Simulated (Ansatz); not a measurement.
The cluster Al₃P₂⁺, relaxed as a triplet with UKS PBE-D4/def2-SVP in Ansatz, starting from the PBE-D4/def2-SVP geometry of the charge +1 singlet. Force threshold 0.02 eV/Å.

The relaxation made no stability test and no search for a lower SCF solution. At PBE-D4/def2-SVP a singlet of charge 1 lies 0.23 eV below the triplet, each at its own geometry. The structure comes from a short search, and lower isomers may exist.

Start:

```
atom    x (Å)    y (Å)    z (Å)
 Al1  -2.2767  -0.9289  -0.8163
 Al2   2.6626  -0.1705  -0.9542
 Al3  -1.3951   0.4661   1.4131
  P4   0.9865   0.2651   1.1113
  P5   0.0226   0.3682  -0.7539
```

```json
{"step": "1", "energy (eV)": "-38329.5384", "largest force component (eV/Å)": "1.708", "SCF passes": "25"}
{"step": "2", "energy (eV)": "-38329.7783", "largest force component (eV/Å)": "0.521", "SCF passes": "34"}
{"step": "3", "energy (eV)": "-38329.8436", "largest force component (eV/Å)": "0.694", "SCF passes": "35"}
{"step": "4", "energy (eV)": "-38329.9497", "largest force component (eV/Å)": "0.588", "SCF passes": "29"}
{"step": "5", "energy (eV)": "-38330.0545", "largest force component (eV/Å)": "0.356", "SCF passes": "29"}
{"step": "6", "energy (eV)": "-38330.1170", "largest force component (eV/Å)": "0.152", "SCF passes": "29"}
{"step": "7", "energy (eV)": "-38330.1343", "largest force component (eV/Å)": "0.067", "SCF passes": "29"}
{"step": "8", "energy (eV)": "-38330.1393", "largest force component (eV/Å)": "0.216", "SCF passes": "23"}
{"step": "9", "energy (eV)": "-38330.1507", "largest force component (eV/Å)": "0.172", "SCF passes": "23"}
{"step": "10", "energy (eV)": "-38330.1644", "largest force component (eV/Å)": "0.127", "SCF passes": "28"}
{"step": "11", "energy (eV)": "-38330.1689", "largest force component (eV/Å)": "0.032", "SCF passes": "23"}
{"step": "12", "energy (eV)": "-38330.1699", "largest force component (eV/Å)": "0.030", "SCF passes": "23"}
{"step": "13", "energy (eV)": "-38330.1700", "largest force component (eV/Å)": "0.009", "SCF passes": "25"}
```

Force components are those of the run's own axes.

End:

```xyz
5

Al   -1.851   -1.386   -1.407
Al    2.074   -0.130   -0.939
Al   -0.930    1.202    1.700
P     1.017   -0.113    1.215
P    -0.311    0.427   -0.569
```

By distances, no bond broke or formed, bridged metal pairs apart. The bond that changes most is Al2–P4, from 2.70 to 2.40 Å (atoms count from 1). Metal–metal contacts that move far: Al1–Al3 2.77 to 4.15 Å.

No frequencies were taken in this run, so the end may be a saddle point.

Run time 17 s (4 threads of Arm Neoverse V1 on a shared host).
